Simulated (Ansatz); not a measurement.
Ansatz (a first-principles code) input (B3LYP-D3(BJ)/def2-TZVP):

Ansatz 0.2 input:
```yaml
crystal:
  periodic: [false, false, false]
  atoms:
    - {symbol: C, position_ang: [1.95497652, 0.41731568, 0.98944830]}
    - {symbol: C, position_ang: [1.24074891, 0.34027208, -0.28992351]}
    - {symbol: C, position_ang: [-0.26961985, -0.04964327, -0.16866426]}
    - {symbol: C, position_ang: [-1.00510942, 0.99399639, 0.67049155]}
    - {symbol: C, position_ang: [-0.39321079, -1.42377296, 0.48776707]}
    - {symbol: C, position_ang: [-0.87202358, -0.09573046, -1.57278719]}
    - {symbol: H, position_ang: [1.94046435, 1.31681620, 1.57375096]}
    - {symbol: H, position_ang: [2.43516855, -0.44685074, 1.40522961]}
    - {symbol: H, position_ang: [1.71113064, -0.40726812, -0.93446001]}
    - {symbol: H, position_ang: [1.27601290, 1.31005548, -0.79475878]}
    - {symbol: H, position_ang: [-2.06509094, 0.75410482, 0.72696144]}
    - {symbol: H, position_ang: [-0.90133604, 1.98368749, 0.23084055]}
    - {symbol: H, position_ang: [-0.60484586, 1.02178393, 1.68088983]}
    - {symbol: H, position_ang: [0.14511084, -2.17455094, -0.08671497]}
    - {symbol: H, position_ang: [0.01561329, -1.40201599, 1.49501043]}
    - {symbol: H, position_ang: [-1.43819161, -1.72184692, 0.54631415]}
    - {symbol: H, position_ang: [-0.79362253, 0.87458597, -2.05864881]}
    - {symbol: H, position_ang: [-0.35894198, -0.83051083, -2.18967624]}
    - {symbol: H, position_ang: [-1.92449010, -0.36797220, -1.52297260]}
basis:
  gaussian:
    orbitals: def2-TZVP
hamiltonian:
  xc: b3lyp
  dispersion: d3bj
magnetization: {spin_polarized: true, initial_magnetization: 1}
relax: {f_tol: 0.002, max_steps: 150}
```

Output:

```
Functional definition: B3LYP
integrals: 0.22 GiB planned
1652 factors; their error is unknown
0.38 GiB of the device are held for the grids
1.64 GiB of device memory are held for the factors and their scratch space
mean field: 2.06 GiB planned
mean field evaluation 1: about -6417.7883 eV, gradient 6.1e1 eV
mean field evaluation 2: about -6401.3036 eV, gradient 8.2e1 eV
mean field evaluation 4: about -6435.5063 eV, gradient 5.2e0 eV
mean field evaluation 8: about -6435.6289 eV, gradient 8.5e-2 eV
mean field evaluation 16: about -6435.5810 eV, gradient 2.7e-4 eV
mean field -6435.58104611 eV, -236.5032412509 hartree, gradient 3.2e-5 eV, S^2 0.753994; 0 other end points of the search recorded, 0 dependent functions left out
the calculation of the forces begins
reference -6435.58136266 eV, -236.5032528841 hartree; 25, 24 occupied and 239, 240 virtual orbitals, 1652 factors
relax step   1: F+E_penalty+E_count = -6436.33097011 eV  Δ(F+E_penalty+E_count) = +0.000e0 eV  max|allowed force component| = 3.175e-1 eV/Å  Δτ_max = 0.0000 Å  (33 SCF iters, accepted)
these checks for a lower state are left out or cut short: starts, cluster_reference, orbital_swaps, neighbouring_geometries, increment
integrals: 0.22 GiB planned
1652 factors; their error is unknown
0.38 GiB of the device are held for the grids
1.64 GiB of device memory are held for the factors and their scratch space
mean field: 2.05 GiB planned
mean field -6435.60351203 eV, -236.5040668585 hartree, gradient 2.1e-5 eV, S^2 0.754038; 0 other end points of the search recorded, 0 dependent functions left out
the calculation of the forces begins
reference -6435.60383019 eV, -236.5040785504 hartree; 25, 24 occupied and 239, 240 virtual orbitals, 1652 factors
relax step   2: F+E_penalty+E_count = -6436.34713773 eV  Δ(F+E_penalty+E_count) = -1.617e-2 eV  max|allowed force component| = 1.522e-1 eV/Å  Δτ_max = 0.0532 Å  (33 SCF iters, accepted)
these checks for a lower state are left out or cut short: starts, cluster_reference, orbital_swaps, neighbouring_geometries, increment
integrals: 0.22 GiB planned
1652 factors; their error is unknown
0.38 GiB of the device are held for the grids
1.64 GiB of device memory are held for the factors and their scratch space
mean field: 2.05 GiB planned
mean field evaluation 32: about -6435.6053 eV, gradient 1.0e-5 eV
mean field -6435.60531048 eV, -236.5041329502 hartree, gradient 1.1e-5 eV, S^2 0.754054; 0 other end points of the search recorded, 0 dependent functions left out
the calculation of the forces begins
reference -6435.60562895 eV, -236.5041446537 hartree; 25, 24 occupied and 239, 240 virtual orbitals, 1652 factors
relax step   3: F+E_penalty+E_count = -6436.34833971 eV  Δ(F+E_penalty+E_count) = -1.202e-3 eV  max|allowed force component| = 4.756e-2 eV/Å  Δτ_max = 0.0074 Å  (36 SCF iters, accepted)
these checks for a lower state are left out or cut short: starts, cluster_reference, orbital_swaps, neighbouring_geometries, increment
integrals: 0.22 GiB planned
1652 factors; their error is unknown
0.38 GiB of the device are held for the grids
1.64 GiB of device memory are held for the factors and their scratch space
mean field: 2.05 GiB planned
mean field -6435.60534232 eV, -236.5041341201 hartree, gradient 1.1e-5 eV, S^2 0.754044; 0 other end points of the search recorded, 0 dependent functions left out
the calculation of the forces begins
reference -6435.60566073 eV, -236.5041458217 hartree; 25, 24 occupied and 239, 240 virtual orbitals, 1652 factors
relax step   4: F+E_penalty+E_count = -6436.34844040 eV  Δ(F+E_penalty+E_count) = -1.007e-4 eV  max|allowed force component| = 1.762e-2 eV/Å  Δτ_max = 0.0081 Å  (35 SCF iters, accepted)
these checks for a lower state are left out or cut short: starts, cluster_reference, orbital_swaps, neighbouring_geometries, increment
integrals: 0.22 GiB planned
1652 factors; their error is unknown
0.38 GiB of the device are held for the grids
1.64 GiB of device memory are held for the factors and their scratch space
mean field: 2.05 GiB planned
mean field -6435.60539806 eV, -236.5041361687 hartree, gradient 1.1e-5 eV, S^2 0.754047; 0 other end points of the search recorded, 0 dependent functions left out
the calculation of the forces begins
reference -6435.60571645 eV, -236.5041478693 hartree; 25, 24 occupied and 239, 240 virtual orbitals, 1652 factors
relax step   5: F+E_penalty+E_count = -6436.34846142 eV  Δ(F+E_penalty+E_count) = -2.102e-5 eV  max|allowed force component| = 3.041e-3 eV/Å  Δτ_max = 0.0058 Å  (36 SCF iters, accepted)
these checks for a lower state are left out or cut short: starts, cluster_reference, orbital_swaps, neighbouring_geometries, increment
integrals: 0.22 GiB planned
1652 factors; their error is unknown
0.38 GiB of the device are held for the grids
1.64 GiB of device memory are held for the factors and their scratch space
mean field: 2.05 GiB planned
mean field -6435.60539733 eV, -236.5041361418 hartree, gradient 1.1e-5 eV, S^2 0.754047; 0 other end points of the search recorded, 0 dependent functions left out
the calculation of the forces begins
reference -6435.60571570 eV, -236.5041478419 hartree; 25, 24 occupied and 239, 240 virtual orbitals, 1652 factors
relax step   6: F+E_penalty+E_count = -6436.34846504 eV  Δ(F+E_penalty+E_count) = -3.615e-6 eV  max|allowed force component| = 3.739e-4 eV/Å  Δτ_max = 0.0037 Å  (35 SCF iters, accepted)
these checks for a lower state are left out or cut short: starts, cluster_reference, orbital_swaps, neighbouring_geometries, increment
integrals: 0.22 GiB planned
1652 factors; their error is unknown
0.38 GiB of the device are held for the grids
1.64 GiB of device memory are held for the factors and their scratch space
mean field: 2.05 GiB planned
mean field -6435.60539848 eV, -236.5041361840 hartree, gradient 1.1e-5 eV, S^2 0.754047; 0 other end points of the search recorded, 0 dependent functions left out
the calculation of the forces begins
reference -6435.60571682 eV, -236.5041478830 hartree; 25, 24 occupied and 239, 240 virtual orbitals, 1652 factors
relax step   7: F+E_penalty+E_count = -6436.34846723 eV  Δ(F+E_penalty+E_count) = -2.196e-6 eV  max|allowed force component| = 9.623e-4 eV/Å  Δτ_max = 0.0054 Å  (35 SCF iters, accepted)
integrals: 0.22 GiB planned
1652 factors; their error is unknown
0.38 GiB of the device are held for the grids
1.64 GiB of device memory are held for the factors and their scratch space
mean field: 2.05 GiB planned
mean field evaluation 64: about -6435.6045 eV, gradient 5.2e-1 eV
mean field -6435.60539848 eV, -236.5041361840 hartree, gradient 1.1e-5 eV, S^2 0.754047; 1 other end points of the search recorded, 0 dependent functions left out
the calculation of the forces begins
reference -6435.60571682 eV, -236.5041478830 hartree; 25, 24 occupied and 239, 240 virtual orbitals, 1652 factors
Total energy: -6436.34878558 eV, -236.5314551561 hartree
Atom 0 at     1.985263     0.428904     0.992139 Å, force    -0.000372     0.000208    -0.000887 eV/Å
Atom 1 at     1.235255     0.338955    -0.283851 Å, force     0.000425     0.000311    -0.000180 eV/Å
Atom 2 at    -0.273214    -0.051923    -0.163565 Å, force     0.000243    -0.000159     0.000039 eV/Å
Atom 3 at    -1.018290     0.991132     0.674746 Å, force    -0.000137    -0.000236    -0.000614 eV/Å
Atom 4 at    -0.405436    -1.431964     0.487520 Å, force    -0.000095     0.000278    -0.000269 eV/Å
Atom 5 at    -0.867125    -0.093069    -1.574592 Å, force    -0.000133     0.000116     0.000312 eV/Å
Atom 6 at     2.008037     1.345305     1.565333 Å, force     0.000481    -0.000962     0.000189 eV/Å
Atom 7 at     2.463823    -0.439394     1.423269 Å, force    -0.000164     0.000881     0.000389 eV/Å
Atom 8 at     1.707518    -0.400410    -0.939194 Å, force     0.000018    -0.000249     0.000159 eV/Å
Atom 9 at     1.277125     1.300604    -0.806107 Å, force    -0.000126    -0.000020     0.000320 eV/Å
Atom 10 at    -2.081718     0.748960     0.735152 Å, force    -0.000058    -0.000011     0.000020 eV/Å
Atom 11 at    -0.926257     1.986853     0.234056 Å, force    -0.000043     0.000107     0.000141 eV/Å
Atom 12 at    -0.625334     1.034422     1.691789 Å, force     0.000088     0.000024     0.000096 eV/Å
Atom 13 at     0.130705    -2.190344    -0.088285 Å, force    -0.000090    -0.000167    -0.000007 eV/Å
Atom 14 at    -0.002324    -1.430462     1.501506 Å, force     0.000089    -0.000097     0.000080 eV/Å
Atom 15 at    -1.453947    -1.733168     0.542918 Å, force    -0.000072     0.000032     0.000074 eV/Å
Atom 16 at    -0.783739     0.879552    -2.065101 Å, force     0.000029     0.000039     0.000133 eV/Å
Atom 17 at    -0.352343    -0.828790    -2.196886 Å, force     0.000139     0.000021     0.000187 eV/Å
Atom 18 at    -1.925255    -0.362708    -1.542752 Å, force    -0.000223    -0.000116    -0.000182 eV/Å
Dipole moment:    -0.048165    -0.010374    -0.023995 e Å
```

It need not be the lowest isomer of its formula.
